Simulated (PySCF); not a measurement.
BH2Br, SMILES BBr.

The structure is a stationary point at B3LYP-D3(BJ)/def2-TZVP.

Level of theory: PBE0/def2-TZVPD run with PySCF.

Symmetry labels are those of the subgroup C2v that the program uses (full group C2v).

**Question.** List the valence orbital energies around the gap with their symmetry. (Estimate from the structure and the level; the computed values follow.)

**Answer.** 
```
orbital  symmetry  energy (eV)
-------  --------  -----------
HOMO−7         A2       -72.85
HOMO−6         A1       -72.84
HOMO−5         A1       -22.19
HOMO−4         A1       -14.53
HOMO−3         B2       -11.20
HOMO−2         A1       -10.64
HOMO−1         B1        -9.31
HOMO           B2        -8.24
LUMO           B1        -2.05
LUMO+1         A1         0.26
LUMO+2         A1         0.57
LUMO+3         B2         1.06
```
